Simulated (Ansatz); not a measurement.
Relative stability

The two ends of one reaction step of SnH$_{3}$Cl, singlet (PBE0-D4/def2-TZVP).

A:

```csv
atom,x (Å),y (Å),z (Å)
Sn1,-0.1236,-0.0751,0.1144
Cl2,1.4396,0.8721,-1.3362
H3,-0.8001,-1.3946,-0.7177
H4,-1.2607,1.1456,0.4422
H5,0.7449,-0.5480,1.4973
```

B:

Sn1  (-0.830, -0.405, 0.924)
Cl2  (0.833, 0.098, -1.427)
H3  (0.406, -0.867, -2.156)
H4  (-1.100, 1.344, 0.858)
H5  (0.691, -0.171, 1.801)
(Å)

Computed with Ansatz 0.2.0 (basis: def2-TZVPP); correlated methods freeze the cores. Filled d shells of the heavier atoms are correlated. Core potentials replace the inner electrons of the atoms past krypton. The def2 sets are not built for correlating such inner shells, so the correlated values are less sure here. B3LYP uses VWN-RPA correlation.

Question: Which structure is lower at CCSD(T), and by how much? (An estimate is asked for; the value comes from the calculation.)

Answer: By the calculation: A, by 143.6 kJ/mol (electronic energy, against the other). By their contacts, A is SnH₃Cl ([Cl][SnH3]) and B is SnH₃Cl ([ClH][SnH2]).

All methods give the same order:

```csv
method,E(B) − E(A) (kJ/mol)
SPW92,137.7
PBE-D4,127.6
BLYP-D4,113.2
r2SCAN-D4,144.9
B97M-V,153.2
PBE0-D4,142.2
B3LYP-D4,126.7
r2SCAN0-D4,150.3
BHLYP-D4,143.2
CAM-B3LYP-D4,140.1
wB97X-V,152.3
wB97M-V,140.4
B2PLYP,136.1
PBE-QIDH,154.5
RPA on PBE,136.0
HF,158.0
MP2,144.8
CCSD,143.5
CCSD(T),143.6
```

T1 diagnostic: at most 0.013.

Labels in which every atom is bracketed show which atoms are joined, not bond orders.

For scale, one of the runs: CCSD(T)/def2-TZVPP, 134 basis functions, launched by `ansatz run in.yaml --threads 2 --pin off --events-out ev --progress --plain --max-ram 4352MiB`. Hardware: 2 CPU threads of an Arm Neoverse V1, shared host. Wall time 15 s; peak host memory 0.75 GiB.
